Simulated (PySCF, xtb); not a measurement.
C₅H₁₀, SMILES C=CCCC. The values are those of a single conformer.

Harmonic wavenumbers (cm⁻¹) from xtb with GFN2-xTB at its own minimum, in rising order: 49, 104, 234, 281, 374, 445, 649, 798, 884, 893, 915, 963, 1023, 1037, 1093, 1117, 1163, 1226, 1262, 1285, 1331, 1347, 1414, 1420, 1478, 1493, 1504, 1510, 1720, 2951, 2966, 2979, 2984, 3027, 3033, 3045, 3060, 3094, 3120.

**Question.** What does B3LYP-D3(BJ)/def2-SVP (PySCF) give at its own minimum? (An estimate is asked for; the answer gives what the named calculation found.)

**Answer.** 72, 123, 247, 288, 385, 449, 664, 761, 856, 885, 938, 942, 1019, 1036, 1072, 1110, 1170, 1254, 1285, 1309, 1350, 1362, 1403, 1432, 1458, 1465, 1474, 1482, 1721, 3005, 3025, 3025, 3065, 3070, 3102, 3111, 3125, 3139, 3222. Paired by order, the mean absolute difference is 29 cm⁻¹ and the zero-point energies are 84.7 and 85.6 kcal/mol.
